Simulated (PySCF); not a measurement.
**A small calculation by hand: oscillator strength and radiative lifetime**

AlCl2Br, SMILES [Br][Al]([Cl])[Cl].

Geometry: PBE0-D3(BJ)/def2-SVP.

TDA-ωB97X/def2-SVPD (PySCF) puts the first singlet state with f over 0.02 at 7.52 eV (vertical), with the transition dipole (0.000, 0.483, 0.000) in atomic units.

Problem. Find the oscillator strength, the wavelength and the radiative lifetime that this transition would have in vacuum if emission retraced absorption.

Solution. 
|μ|² = 0.2333 au, so |μ| = 1.23 D. ΔE = 7.52/27.211 = 0.2764 hartree. f = (2/3) ΔE |μ|² = 0.043 (the program prints 0.043).
λ = 1239.84/7.52 = 165 nm; ν = 60653 cm⁻¹.
Einstein's coefficient A = 0.6670 ν² f s⁻¹ (ν in cm⁻¹) = 1.1e8 s⁻¹, so τ = 1/A = 9.5 ns. This state is S5; the lower singlets have f = 0.015, 0.000, 0.018, 0.007. The figure is the radiative limit of this one transition; relaxation, internal conversion, crossing to triplets and a medium change what is measured.
